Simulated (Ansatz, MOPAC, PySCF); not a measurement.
System: BF2 (charge +1, singlet). SMILES of the parent species: F[B]F
Geometry: optimised at B3LYP-D3(BJ)/def2-TZVP (Ansatz, a quantum-chemistry and plane-wave program).

Unscaled harmonic wavenumbers (cm⁻¹) in rising order, each level at the stationary point that it reaches from this structure (no distance between atoms moves by over 0.3 Å); the order of modes can differ between levels, and a negative number is imaginary. B3LYP-D3(BJ)/def2-TZVP (PySCF, at the structure above): 460, 460, 1028, 2076.

PM6 (MOPAC): 351, 351, 852, 1730. Zero-point energy 4.7 against 5.8 kcal/mol; where all levels lie over 400 cm⁻¹, the wavenumbers are on average 0.831 times those of B3LYP-D3(BJ)/def2-TZVP.

PM7 (MOPAC): 311, 311, 847, 1696. Zero-point energy 4.5 against 5.8 kcal/mol; where all levels lie over 400 cm⁻¹, the wavenumbers are on average 0.821 times those of B3LYP-D3(BJ)/def2-TZVP.

HF/6-31G* (Ansatz): 462, 462, 1082, 2203. Zero-point energy 6.0 against 5.8 kcal/mol; where all levels lie over 400 cm⁻¹, the wavenumbers are on average 1.057 times those of B3LYP-D3(BJ)/def2-TZVP.
